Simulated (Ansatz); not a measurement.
Consider the formal exchange of groups at a B–C bond: `FBC(F)Cl` + `FCOC[SiH3]` → `FBOC[SiH3]` + `FCC(F)Cl`.

Isolated molecules relaxed with PBE0-D4/def2-TZVP in Ansatz; ΔE leaves out vibrations. CCSD(T)/CBS is the MP2 limit (def2-TZVPP, def2-QZVPP) plus CCSD(T) − MP2 in def2-TZVPP, frozen cores. Functionals use def2-TZVPP. B3LYP here is the variant with VWN-RPA as its local correlation; programs differ in this. One conformer a species, not always the lowest.

`FBC(F)Cl`:

Cartesian coordinates in Å:
```
F 0.349 1.897 0.181
B 0.475 0.622 0.485
C -0.505 -0.409 -0.200
F -0.743 -1.531 0.522
Cl 0.537 -0.806 -1.615
H 1.333 0.264 1.232
H -1.446 -0.036 -0.605
```

`FCOC[SiH3]`:

Cartesian coordinates in Å:
```
F -1.892 0.490 -0.160
C -1.003 1.387 0.416
O -0.048 0.736 1.132
C 0.934 0.061 0.349
Si 0.344 -1.480 -0.603
H -1.570 2.011 1.108
H -0.581 1.972 -0.412
H 1.701 -0.258 1.059
H 1.416 0.771 -0.339
H -0.506 -2.329 0.267
H 1.580 -2.229 -0.965
H -0.376 -1.132 -1.852
```

`FBOC[SiH3]`:

Z-matrix (Å, degrees):
```
C
Si 1 1.893
O 1 1.429 2 110.3
H 1 1.094 2 110.4 3 123.2
H 1 1.093 2 110.1 3 -118.2
H 2 1.486 1 109.3 3 -60.7
H 2 1.487 1 108.6 3 179.6
H 2 1.485 1 110.1 3 59.5
B 3 1.340 1 122.7 2 106.3
F 9 1.333 3 121.0 1 0.6
H 9 1.192 3 119.5 1 -179.6
```

`FCC(F)Cl`:

Cartesian coordinates in Å:
```
F -0.620 1.021 1.371
C 0.187 0.092 0.759
C -0.195 -0.008 -0.695
F -1.448 -0.509 -0.819
Cl 0.957 -1.085 -1.506
H 1.228 0.410 0.847
H 0.048 -0.878 1.244
H -0.157 0.958 -1.201
```

Question: Is it downhill or uphill in electronic energy at CCSD(T)/CBS, and by how much? (Estimate.)

Answer: The calculation gave: Downhill: ΔE = -174.6 kJ/mol.

Question: What do these levels give: PBE0-D4, ωB97X-V, ωB97M-V, B2PLYP, B3LYP, HF/def2-TZVPP, MP2/def2-TZVPP, SCS-MP2/def2-TZVPP, CCSD(T)/def2-TZVPP, HF/def2-QZVPP, MP2/def2-QZVPP, SCS-MP2/def2-QZVPP? (Best estimate.)

Answer: The calculation gave: PBE0-D4 -166.2, ωB97X-V -167.4, ωB97M-V -169.4, B2PLYP -172.4, B3LYP -169.7, HF/def2-TZVPP -180.3, MP2/def2-TZVPP -176.2, SCS-MP2/def2-TZVPP -174.9, CCSD(T)/def2-TZVPP -171.4, HF/def2-QZVPP -181.5, MP2/def2-QZVPP -178.4, SCS-MP2/def2-QZVPP -177.3 kJ/mol.

Largest T1 diagnostic among the species: 0.013.

In def2-TZVPP, CCSD(T) changes the Hartree–Fock value by +8.9 kJ/mol (the triples alone add +2.4 kJ/mol) and MP2 by +4.1 kJ/mol. From PBE to PBE0 (25 % exact exchange), in def2-TZVPP and without D4, ΔE moves by −7.1 kJ/mol.
